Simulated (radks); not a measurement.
Rb II, 36 electrons, occupied as [Kr].

Calculated with a radial shooting solver on a logarithmic mesh with Libxc functionals: Dirac Kohn-Sham, BLYP, spin-unpolarised, spherical densities, finite nucleus; Fermi nuclear charge, rms radius 4.2036 fm.

Energy parts (hartree):
| part | energy |
|---|---|
| total | -2981.73748 |
| kinetic | 3066.76912 |
| electron-nucleus | -7191.37827 |
| Hartree | 1244.03252 |
| exchange-correlation | -101.16085 |

Orbitals (lengths in bohr, moments of r in powers of bohr; r(90%) holds 90 % of the orbital's charge):
orbital  occ.  eigenvalue (hartree)  r(90%)   <1/r>  small-component weight
1s1/2       2             -552.5904  0.0721   37.88                1.81e-02
2s1/2       2             -73.98452   0.275   8.502                3.61e-03
2p1/2       2             -67.13429   0.249   8.474                3.61e-03
2p3/2       4             -64.89893   0.255   8.162                3.51e-03
3s1/2       2             -11.14516   0.759   2.823                8.97e-04
3p1/2       2              -8.69190   0.780   2.711                8.45e-04
3p3/2       4              -8.35598   0.795   2.636                8.20e-04
3d3/2       4              -4.06076   0.853   2.402                7.02e-04
3d5/2       6              -4.00375   0.859   2.382                6.95e-04
4s1/2       2              -1.37707    2.14  0.9257                1.57e-04
4p1/2       2              -0.81136    2.57  0.7865                1.17e-04
4p3/2       4              -0.77846    2.63  0.7666                1.12e-04

The highest occupied level is 4p3/2 at -21.183 eV. For comparison, the ionisation energy in NIST's Atomic Spectra Database is 27.290 eV (measured). In exact Kohn-Sham theory the highest level is minus the ionisation energy, but local and semilocal functionals leave it too shallow, through self-interaction and a potential that decays too fast; potentials with the right tail come closer.
